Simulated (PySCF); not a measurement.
# C₆ coefficients of unlike pairs at PBE

Calculated with PySCF 2.14 from the dipole response of each species, C₆(A,B) = (3/π) ∫ α_A(iu) α_B(iu) du, in atomic units, from isotropic polarisabilities. For ions this is the dispersion term alone; charge-induced terms of lower order in 1/R come first.

```json
{"species": "Ne⁺", "configuration": "[He] 2s2 2p5 (2P)", "basis": "dyall-acv3z (15s9p4d2f)", "relativity": "spin-free X2C", "α (bohr³)": "1.349", "C₆ (like pair)": "2.395"}
{"species": "Cr", "configuration": "[Ar] 3d5 4s1 (7S)", "basis": "aug-cc-pVQZ-DK (9s8p6d4f3g2h)", "relativity": "spin-free X2C", "α (bohr³)": "70.06", "C₆ (like pair)": "582.0"}
{"species": "Xe", "configuration": "[Xe] (1S)", "basis": "aug-cc-pVQZ-PP with one added diffuse shell each of s, p, d, f, g type with ECP28MDF (8s8p6d4f3g)", "relativity": "core potential", "α (bohr³)": "29.00", "C₆ (like pair)": "307.4"}
{"species": "Sb⁺", "configuration": "[Kr] 4d10 5s2 5p2 (3P)", "basis": "aug-cc-pVQZ-PP with ECP28MDF (7s7p5d3f2g)", "relativity": "core potential", "α (bohr³)": "25.40", "C₆ (like pair)": "206.3"}
```

Problem. Estimate C₆ for Cr with Ne⁺.

Solution. The integral gives 23.98. The combination rule 2 C_A C_B / (C_A α_B/α_A + C_B α_A/α_B) gives 20.56 and the geometric mean 37.33.

No spin-orbit coupling is included.

The other pairs:

```json
{"pair": "Sb⁺, Ne⁺", "C₆": "18.47"}
{"pair": "Xe, Cr", "C₆": "380.4"}
{"pair": "Sb⁺, Xe", "C₆": "251.3"}
{"pair": "Xe, Ne⁺", "C₆": "23.10"}
{"pair": "Sb⁺, Cr", "C₆": "319.1"}
```
